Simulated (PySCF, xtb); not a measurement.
AuCl4, SMILES [Cl][Au-]([Cl])([Cl])[Cl], charge -1, multiplicity 1.

Harmonic wavenumbers (cm⁻¹) from GFN2-xTB in xtb at its own minimum, in rising order: 63, 105, 123, 124, 126, 233, 263, 296, 296.

What does PBE0-D3(BJ)/def2-SVPD run with PySCF give at its own minimum? (The exact figures need the calculation; the answer reports its results.)

79, 131, 143, 147, 147, 304, 323, 338, 338. Paired by order, the mean absolute difference is 36 cm⁻¹ and the zero-point energies are 2.3 and 2.8 kcal/mol.
